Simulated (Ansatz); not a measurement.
Relaxation of CH₈BNOSi (13 atoms, charge 0, multiplicity 1), to a largest force component of 0.02 eV/Å in at most 50 steps.

All numbers below come from RKS PBE/def2-SVP in Ansatz.

```xyz
13
Properties=species:S:1:pos:R:3
C -1.958 -0.540 0.734
B -0.481 -0.160 0.988
O 0.546 -0.994 0.405
Si 1.109 -0.243 -1.072
N 2.082 1.158 -0.769
H -2.497 0.390 0.236
H -2.061 -1.377 0.061
H -0.975 0.743 0.431
H -0.190 0.754 1.751
H 1.790 -1.227 -1.848
H -0.159 0.160 -1.822
H 1.523 1.867 -0.207
H 2.787 0.872 -0.122
```

Question: Where does it end, and by what steps?

Answer: The run converged. The force dipped under the threshold on the way, but the program's further checks kept it going. After 47 steps the energy has fallen by 4.256 eV; H8 moved furthest, 1.73 Å. Parted: B2–H8. Joined: C1–H8.

```tsv
step	energy less start (eV)	largest force component (eV/Å)	accepted
0	0.0000	3.777	yes
2	-1.9518	1.711	yes
4	-3.2150	1.184	yes
6	-3.7488	0.640	yes
8	-3.9997	0.820	yes
10	-4.1187	0.909	yes
12	-4.1985	0.193	yes
14	-4.2171	0.187	yes
16	-4.2210	0.243	yes
18	-4.2098	0.659	no
20	-4.2333	0.162	yes
22	-4.2357	0.268	yes
24	-4.2435	0.089	yes
26	-4.2463	0.303	no
28	-4.2509	0.073	yes
30	-4.2518	0.104	yes
32	-4.2529	0.029	yes
34	-4.2536	0.049	yes
36	-4.2541	0.031	yes
38	-4.2548	0.052	yes
40	-4.2553	0.048	yes
42	-4.2559	0.023	yes
44	-4.2561	0.024	yes
46	-4.2562	0.021	yes
47	-4.2562	0.014	yes
```

```xyz
13
Properties=species:S:1:pos:R:3
C -2.037 -0.330 0.441
B -0.644 -0.315 1.183
O 0.562 -0.172 0.566
Si 1.220 0.082 -0.983
N 2.562 1.168 -0.987
H -2.730 0.398 0.915
H -2.513 -1.323 0.606
H -2.007 -0.138 -0.650
H -0.603 -0.452 2.401
H 1.705 -1.261 -1.433
H 0.175 0.669 -1.886
H 2.398 2.173 -0.897
H 3.428 0.904 -0.511
```

Whether the end is a true minimum wasn't checked by a vibrational analysis.

The run took 110 s on 2 threads of Arm Neoverse V2, with other jobs on the host, peak memory 0.18 GiB.
